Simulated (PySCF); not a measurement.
C2H6F2OSi, SMILES C(OC)[SiH](F)F.

Coordinates come from a B3LYP-D3(BJ)/def2-SVP optimisation. The structure was generated by enumeration, and PubChem lists no compound with its InChIKey, so it may never have been made. Other conformers were not sampled.

Calculation: PBE/def2-TZVP run with PySCF.

The molecule is in vacuum.

The total energy is -643.97264 hartree and the highest occupied level is -6.37 eV. The lowest empty level is -0.49 eV and the orbital gap is 5.88 eV. The dipole moment is 2.56 D, the quadrupole, principal values (traceless, Buckingham form, about the centre of nuclear charge) is -3.86, -1.40, 5.26 D·Å and the mean static polarisability is 54.8 bohr³ (8.12 Å³). The polarisability, principal values is 49.0, 50.8, 64.5 bohr³.
